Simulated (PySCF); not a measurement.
One computed conformer, equivalent nuclei averaged, isolated molecule, relativity neglected. PBE0/pcSseg-1 with gauge-including orbitals; coordinates at the GFN2-xTB level; PySCF.

Referencing at the same level of theory: ¹H (σ = 31.72 ppm), ¹³C (σ = 186.93 ppm) against TMS. Shifts are as computed. Against solution values, carbons near 30 ppm lie about +3 ppm off and those near 130 ppm about +5 ppm; carbons on Cl a further +6 ppm. Of 1309 compounds with measured shifts, 239 miss one by over three times the rms of a fit or turn the order of signals round; such compounds aren't used in these exercises. Carbons bonded to Cl come out too deshielded.

**Question.** Order these molecules by the shift of their most shielded carbon, lowest δ first.
A. C=C1[SiH2][C@@H](Cl)/C1=C/C
B. C=C1O[SiH2][C@@H](C(F)F)O1
C. C=C1C[Si@H]1C1(Cl)CC1
D. C=C/C=C(\C=C)[SiH2]Cl
E. FC(F)C1=CO[SiH2]CO1
F. C/N=C\C#C[C@@H]1[SiH2][C@@H]1[SiH2]Cl

**Answer.** F (3.0 ppm, three-membered-ring carbon), C (9.4 ppm, three-membered-ring carbon), A (18.5 ppm, allylic methyl carbon), E (56.9 ppm, sp3 CH2 bonded to O and Si), B (66.7 ppm, β carbon of an enol-ether or enamine type C=C), D (127.8 ppm, terminal =CH2 carbon).

**Question.** How many ¹³C and ¹H signals does each give (equivalence by symmetry and fast rotation, but not about amide C–N or C=N bonds)? `C=C1O[SiH2][C@@H](C(F)F)O1`, `C=C1[SiH2][C@@H](Cl)/C1=C/C`, `C=C1C[Si@H]1C1(Cl)CC1`, `FC(F)C1=CO[SiH2]CO1`, `C/N=C\C#C[C@@H]1[SiH2][C@@H]1[SiH2]Cl`, `C=C/C=C(\C=C)[SiH2]Cl`

**Answer.** C=C1O[SiH2][C@@H](C(F)F)O1: 4 C, 6 H; C=C1[SiH2][C@@H](Cl)/C1=C/C: 6 C, 7 H; C=C1C[Si@H]1C1(Cl)CC1: 6 C, 9 H; FC(F)C1=CO[SiH2]CO1: 4 C, 4 H; C/N=C\C#C[C@@H]1[SiH2][C@@H]1[SiH2]Cl: 6 C, 8 H; C=C/C=C(\C=C)[SiH2]Cl: 6 C, 8 H.
